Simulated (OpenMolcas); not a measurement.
**Zr3+: moving or changing the point charges**

Zr3+ among 4 point charges of -1.5 e arranged as a square (D4h), 2.12 Å from the ion.
```
   2.1200    0.0000    0.0000  -1.50
   0.0000    2.1200    0.0000  -1.50
  -2.1200    0.0000    0.0000  -1.50
   0.0000   -2.1200    0.0000  -1.50
```

```yaml
Program: OpenMolcas 26.06
Method: CASSCF
Basis: ANO-RCC-VDZP [6s5p3d1f]
Scalar_Hamiltonian: DKH2, point nucleus
Active_space: 1 electron in 5 orbitals (4d)
State_averaging: 2S+1 = 2 even, 5 roots
Spin-orbit_coupling: RASSI with atomic mean-field integrals over the reference wave functions
```

Runs around this geometry, states (labels of D4, the rotations of D4h). Energies in cm-1 above the lowest state or level, χT in cm3 K/mol.

```json
{"R (Å)": "2.12", "q (e)": "-0.75", "Ground state": "2A1", "First state of that spin": "2E 2430", "First gap with spin-orbit (degeneracies)": "2467 (2, 2)", "χT at 300 K": "0.253"}
{"R (Å)": "2.12", "q (e)": "-1.5", "Ground state": "2A1", "First state of that spin": "2E 10751", "First gap with spin-orbit (degeneracies)": "10564 (2, 2)", "χT at 300 K": "0.355"}
{"R (Å)": "2.33", "q (e)": "-1.5", "Ground state": "2A1", "First state of that spin": "2E 6978", "First gap with spin-orbit (degeneracies)": "6817 (2, 2)", "χT at 300 K": "0.333"}
```

Taking the first state of the same spin as R^-n, n = -ln(6978 / 10751) / ln(2.33 / 2.12) = 4.6 between the shortest and longest distance.

Scaling the charges by -0.75 / -1.5 = 0.50 scales the first state of the same spin by 2430 / 10751 = 0.23; with fixed orbitals a first-order splitting would follow the charge.

Point charges carry no covalency, so the field is a model and not that of real ligands. No measured value stands beside these numbers.
